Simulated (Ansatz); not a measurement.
Geometry optimisation, Ansatz 0.2.0, RKS PBE0-D4/def2-SVP.

Input file:

```yaml
crystal:
  periodic: [false, false, false]
  atoms:
    - { symbol: Al, position_ang: [-0.5806, 0.1908, -0.242] }
    - { symbol: Br, position_ang: [0.467, -1.5398, -2.198] }
    - { symbol: S, position_ang: [-2.3991, 0.585, -1.2824] }
    - { symbol: H, position_ang: [-1.2501, -0.5306, -2.0824] }
    - { symbol: C, position_ang: [0.7361, 0.3109, 1.2303] }
    - { symbol: H, position_ang: [1.3859, -0.5721, 1.222] }
    - { symbol: H, position_ang: [0.2562, 0.3669, 2.2131] }
    - { symbol: H, position_ang: [1.3846, 1.1888, 1.1395] }
basis:
  gaussian: { orbitals: def2-SVP }
hamiltonian:
  xc: pbe0
  dispersion: d4
relax:
  f_tol: 0.15
  max_steps: 25
  restrain:
    - { distance: [3, 1], at: 1.51, k: 30.0 }
    - { distance: [0, 1], at: 3.71, k: 30.0 }
    - { distance: [3, 2], at: 2.66, k: 30.0 }
output:
  orbitals: {}
```

Launched with:

```bash
$ ansatz run input.yaml --threads 2 --pin off --max-ram 3072MiB --backend cpu --events-out ev --progress --plain --runs-dir out
```

Question: Where does it end, and by what steps?

Answer: The forces met the threshold. The restraints hold the end off the free minimum. After 5 steps the energy has risen by 0.333 eV (the restraints' own energy left out); H4 moved furthest, 0.70 Å. Parted: Al1–Br2. Joined: Br2–H4.

```csv
step,energy less start (eV),largest force component (eV/Å),accepted
0,0.0000,1.913,yes
1,0.6151,2.242,yes
2,0.6587,2.194,yes
3,0.4270,1.001,yes
4,0.3457,0.740,yes
5,0.3331,0.753,yes
```

```xyz
8
Properties=species:S:1:pos:R:3
Al -0.788 0.515 0.121
Br 0.364 -1.723 -2.598
S -2.394 0.704 -1.086
H -0.907 -0.969 -2.514
C 0.709 0.385 1.336
H 1.271 -0.545 1.169
H 0.352 0.398 2.377
H 1.393 1.236 1.197
```

The run took 21 s on 2 threads of Arm Neoverse V1 (shared host), peak memory 0.23 GiB.
